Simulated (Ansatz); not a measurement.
Ansatz (an electronic-structure program) input (B3LYP-D3(BJ)/def2-TZVP):

Ansatz 0.2 input:
```yaml
crystal:
  periodic: [false, false, false]
  atoms:
    - {symbol: C, position_ang: [2.83283596, 0.53643208, -0.17781883]}
    - {symbol: C, position_ang: [1.87342126, -0.45495339, 0.49729206]}
    - {symbol: C, position_ang: [0.50614905, 0.12053854, 0.61541518]}
    - {symbol: C, position_ang: [-0.49825331, 0.02366714, -0.33450442]}
    - {symbol: C, position_ang: [-0.37631570, -0.65250855, -1.52210530]}
    - {symbol: C, position_ang: [-1.82575523, 0.67242856, -0.01425287]}
    - {symbol: C, position_ang: [-2.72002925, -0.29560765, 0.75962110]}
    - {symbol: H, position_ang: [3.83172236, 0.11127369, -0.24478308]}
    - {symbol: H, position_ang: [2.88557548, 1.46069014, 0.39297365]}
    - {symbol: H, position_ang: [2.48243300, 0.77117796, -1.17990369]}
    - {symbol: H, position_ang: [2.25723180, -0.68720188, 1.49381575]}
    - {symbol: H, position_ang: [1.85467337, -1.37867692, -0.08319595]}
    - {symbol: H, position_ang: [0.31352862, 0.71234936, 1.49883252]}
    - {symbol: H, position_ang: [0.52597843, -1.16169181, -1.80537722]}
    - {symbol: H, position_ang: [-1.19209886, -0.69025372, -2.22128918]}
    - {symbol: H, position_ang: [-1.66559666, 1.57183005, 0.58358921]}
    - {symbol: H, position_ang: [-2.32655568, 0.96498773, -0.93861602]}
    - {symbol: H, position_ang: [-2.90169094, -1.19262147, 0.17168614]}
    - {symbol: H, position_ang: [-3.67659366, 0.16785547, 0.99113281]}
    - {symbol: H, position_ang: [-2.24158227, -0.58981457, 1.69128540]}
basis:
  gaussian:
    orbitals: def2-TZVP
hamiltonian:
  xc: b3lyp
  dispersion: d3bj
magnetization: {spin_polarized: true, initial_magnetization: 1}
relax: {f_tol: 0.002, max_steps: 150}
```

End of the output:

```
mean field -7473.00679029 eV, -274.6279341573 hartree, gradient 1.6e-5 eV, S^2 0.776685; 0 other end points of the search recorded, 0 dependent functions left out
the calculation of the forces begins
reference -7473.00714110 eV, -274.6279470493 hartree; 28, 27 occupied and 267, 268 virtual orbitals, 1832 factors
relax step  12: F+E_penalty+E_count = -7473.76610179 eV  Δ(F+E_penalty+E_count) = +1.032e-5 eV  max|allowed force component| = 9.537e-3 eV/Å  Δτ_max = 0.0095 Å  (38 SCF iters, rejected (line search))
these checks for a lower state are left out or cut short: starts, cluster_reference, orbital_swaps, neighbouring_geometries, increment
integrals: 0.28 GiB planned
1832 factors; their error is unknown
0.37 GiB of the device are held for the grids
1.98 GiB of device memory are held for the factors and their scratch space
mean field: 2.43 GiB planned
mean field -7473.00669410 eV, -274.6279306224 hartree, gradient 1.6e-5 eV, S^2 0.776688; 0 other end points of the search recorded, 0 dependent functions left out
the calculation of the forces begins
reference -7473.00704495 eV, -274.6279435157 hartree; 28, 27 occupied and 267, 268 virtual orbitals, 1832 factors
relax step  13: F+E_penalty+E_count = -7473.76611681 eV  Δ(F+E_penalty+E_count) = -4.700e-6 eV  max|allowed force component| = 1.911e-3 eV/Å  Δτ_max = 0.0038 Å  (38 SCF iters, accepted)
integrals: 0.28 GiB planned
1832 factors; their error is unknown
0.37 GiB of the device are held for the grids
1.98 GiB of device memory are held for the factors and their scratch space
mean field: 2.43 GiB planned
mean field evaluation 128: about -7473.0067 eV, gradient 7.3e-3 eV
mean field -7473.00669410 eV, -274.6279306224 hartree, gradient 1.6e-5 eV, S^2 0.776688; 1 other end points of the search recorded, 0 dependent functions left out
the calculation of the forces begins
reference -7473.00704495 eV, -274.6279435157 hartree; 28, 27 occupied and 267, 268 virtual orbitals, 1832 factors
Total energy: -7473.76646765 eV, -274.6558517854 hartree
Atom 0 at     2.899235     0.569995    -0.128246 Å, force     0.000725    -0.001073     0.000460 eV/Å
Atom 1 at     1.889884    -0.443052     0.437382 Å, force    -0.001366     0.000597    -0.000248 eV/Å
Atom 2 at     0.518134     0.130347     0.568920 Å, force     0.001291    -0.000139    -0.000441 eV/Å
Atom 3 at    -0.518268     0.001447    -0.351064 Å, force    -0.000688     0.001911    -0.001323 eV/Å
Atom 4 at    -0.406716    -0.708008    -1.530079 Å, force    -0.000224    -0.001625    -0.000310 eV/Å
Atom 5 at    -1.848885     0.648767    -0.017610 Å, force    -0.000039    -0.001133     0.000338 eV/Å
Atom 6 at    -2.762402    -0.279592     0.787711 Å, force     0.000414     0.000210     0.000063 eV/Å
Atom 7 at     3.898597     0.133744    -0.187345 Å, force     0.000136     0.000029     0.000007 eV/Å
Atom 8 at     2.955165     1.459586     0.502030 Å, force     0.000192     0.001252     0.000956 eV/Å
Atom 9 at     2.602917     0.888671    -1.128632 Å, force    -0.000576     0.000426    -0.001545 eV/Å
Atom 10 at     2.236441    -0.771736     1.422028 Å, force     0.000658    -0.000419     0.001500 eV/Å
Atom 11 at     1.877915    -1.331015    -0.197310 Å, force    -0.000114    -0.001181    -0.000836 eV/Å
Atom 12 at     0.336604     0.749646     1.442077 Å, force    -0.000466    -0.000052     0.000712 eV/Å
Atom 13 at     0.501598    -1.220618    -1.812079 Å, force     0.000053     0.000592     0.000613 eV/Å
Atom 14 at    -1.238575    -0.771458    -2.218367 Å, force     0.000089     0.000562    -0.000069 eV/Å
Atom 15 at    -1.673987     1.566777     0.548598 Å, force     0.000110     0.000134    -0.000123 eV/Å
Atom 16 at    -2.351829     0.941839    -0.941875 Å, force     0.000072    -0.000236     0.000055 eV/Å
Atom 17 at    -2.971876    -1.194858     0.230970 Å, force    -0.000034    -0.000035     0.000131 eV/Å
Atom 18 at    -3.713674     0.205080     1.016681 Å, force    -0.000122     0.000030     0.000076 eV/Å
Atom 19 at    -2.291200    -0.565662     1.730006 Å, force    -0.000112     0.000148    -0.000015 eV/Å
Dipole moment:     0.030362     0.028364     0.057616 e Å
```

It need not be the lowest isomer of its formula.
